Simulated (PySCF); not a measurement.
# Ba+ (barium, charge +1) across methods

[Xe] 6s1, 2S determinant. All numbers are calculated (PySCF 2.14, a scalar-relativistic core potential, in def2-QZVPPD with the def2 core potential (46 electrons)).

| method | E (hartree) | mean ε 5p α (eV) | mean ε 5p β (eV) | mean ε 6s α (eV) | Σ⟨r²⟩ (bohr²) | ⟨S²⟩ |
| --- | --- | --- | --- | --- | --- | --- |
| PBEsol | -25.2119 | -24.822 | -24.686 | -7.871 | 52.56 | 0.750 |
| UHF | -24.93866 | -30.174 | -30.076 | -9.367 | 55.04 | 0.751 |
| TPSSh | -25.2663 | -25.750 | -25.622 | -7.878 | 53.18 | 0.750 |
| LC-wPBE | -25.2797 | -29.446 | -29.343 | -9.831 | 53.19 | 0.750 |
| PBE | -25.2767 | -24.953 | -24.807 | -7.823 | 52.69 | 0.750 |
| LDA | -25.1811 | -24.824 | -24.698 | -8.017 | 52.49 | 0.750 |
| r2SCAN | -25.2692 | -25.508 | -25.415 | -7.889 | 53.09 | 0.751 |
| B97-3 | -25.2727 | -26.555 | -26.477 | -8.196 | 52.88 | 0.750 |
| PBE0 | -25.2591 | -26.502 | -26.367 | -8.316 | 53.00 | 0.750 |

Energies and moments cover only the electrons outside the core potential. Spin-orbit coupling, which splits the p, d and f shells strongly at this Z, is absent.
